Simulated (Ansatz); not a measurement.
Job for Ansatz (a first-principles code): R-B2PLYP/def2-TZVPP on MoO2 (SMILES [O]=[Mo]=[O]), 2S+1 = 1, a spin state set in the input, which need not be the lowest. Elements past Kr take the def2 small-core potentials; no spin–orbit coupling.

Ansatz 0.2 input:
```yaml
crystal:
  periodic: [false, false, false]
  atoms:
    - {symbol: Mo, position_ang: [0.39597637, -0.33024717, 0.40211274]}
    - {symbol: O, position_ang: [0.79907676, 0.34839437, -1.07599836]}
    - {symbol: O, position_ang: [-1.22822185, 0.02932440, 0.60346598]}
basis:
  gaussian:
    orbitals: def2-TZVPP
hamiltonian:
  xc: {name: B2PLYP}
magnetization: {spin_polarized: false}
correlation: {electrons: valence}
```

The log:

```
WARN ansatz: RAYON_NUM_THREADS=1 ignored (pool sized by the plan → 1); use --threads N
Functional definition: B2PLYP
integrals: 0.08 GiB planned
802 factors; integrals over basis functions are off by at most 4.8e-4 eV
mean field: 0.40 GiB planned
mean field evaluation 1: about -5923.2438 eV, gradient 8.8e1 eV
mean field evaluation 2: about -5923.2462 eV, gradient 8.8e1 eV
mean field evaluation 4: about -5937.0154 eV, gradient 1.2e1 eV
mean field evaluation 8: about -5937.2573 eV, gradient 8.5e-1 eV
mean field evaluation 16: about -5937.2596 eV, gradient 9.7e-3 eV
mean field evaluation 32: about -5936.9973 eV, gradient 1.7e0 eV
mean field evaluation 64: about -5936.4719 eV, gradient 6.1e0 eV
mean field -5937.25962857 eV, -218.1902669308 hartree, gradient 4.4e-6 eV, S^2 0.000000; 5 other end points of the search recorded, 0 dependent functions left out; unrestricted orbitals would lower it
2 core orbitals not correlated
reference -5937.25976143 eV, -218.1902718135 hartree; 13, 13 occupied and 103, 103 virtual orbitals, 802 factors
second order -37.07820520 eV of doubles, -0.00000000 eV of singles
Total energy: -5947.27087684 eV, -218.5581735188 hartree
```

The calculation finished and met its thresholds.

Cost: very roughly 6 core-seconds.
